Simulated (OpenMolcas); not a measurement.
## V3+, Nb3+, Ta3+: d2 down the group

| Item | Value |
| --- | --- |
| Program | OpenMolcas 26.06 |
| Method | SS-CASPT2, IPEA 0.25 Eh, imaginary shift 0.1 Eh |
| Basis | ANO-R3 |
| Scalar Hamiltonian | X2C, finite nucleus |
| Spin-orbit coupling | state interaction with AMFI integrals over the reference wave functions, term energies averaged over their components |

Active space for each ion: 2 electrons in 5 orbitals (d); closed shells correlated by CASPT2: V3+ 3s 3p; Nb3+ 4s 4p; Ta3+ 5s 5p.

Computed levels in cm-1 above 3F2:

```json
{"Level": "3F3", "V3+": "332", "Nb3+": "1077", "Ta3+": "4890"}
{"Level": "3F4", "V3+": "759", "Nb3+": "2310", "Ta3+": "9070"}
{"Level": "1D2", "V3+": "10590", "Nb3+": "7790", "Ta3+": "10740"}
{"Level": "3P0", "V3+": "13800", "Nb3+": "10240", "Ta3+": "11870"}
{"Level": "3P1", "V3+": "13910", "Nb3+": "10680", "Ta3+": "14570"}
{"Level": "3P2", "V3+": "14150", "Nb3+": "11550", "Ta3+": "18740"}
{"Level": "1G4", "V3+": "18520", "Nb3+": "13950", "Ta3+": "18990"}
{"Level": "1S0", "V3+": "42600", "Nb3+": "31360", "Ta3+": "36060"}
{"Level": "weight of 3F in the lowest level (%)", "V3+": "100", "Nb3+": "98", "Ta3+": "89"}
```

Mixed levels, with the weight of the term that names them: Ta3+ 1D2 (68 %).

Measured, with the error of the calculation in %. Measured levels: V3+ from Sugar and Corliss, J. Phys. Chem. Ref. Data 7, 1191 (1978).

```csv
Level,V3+
3F3,325 (+2.1)
3F4,735 (+3.3)
1D2,10959 (-3.4)
3P1,13239 (+5.1)
3P2,13458 (+5.2)
1G4,18391 (+0.7)
1S0,42462 (+0.3)
```

The fine-structure level 3F4 changes by a factor of 11.9 from V3+ to Ta3+.

Without spin-orbit coupling 1D lies 10160, 6510, 5130 cm-1 above 3F in that order; the difference to the level 1D2, of either sign, comes from spin-orbit coupling, which also lowers the zero.

CASPT2 does not keep the components of a term degenerate, so their means are used; among the terms shown or strongly mixed into the levels shown the widest spread is 570 cm-1 (3d2 1G, V3+). Computed and measured levels are paired by configuration, term and J; levels that our copy of the source lacks, or whose pairing is in doubt (as where it misses far off the trend of its configuration), stay unpaired and out of the deviations. Only configurations of the active space appear.
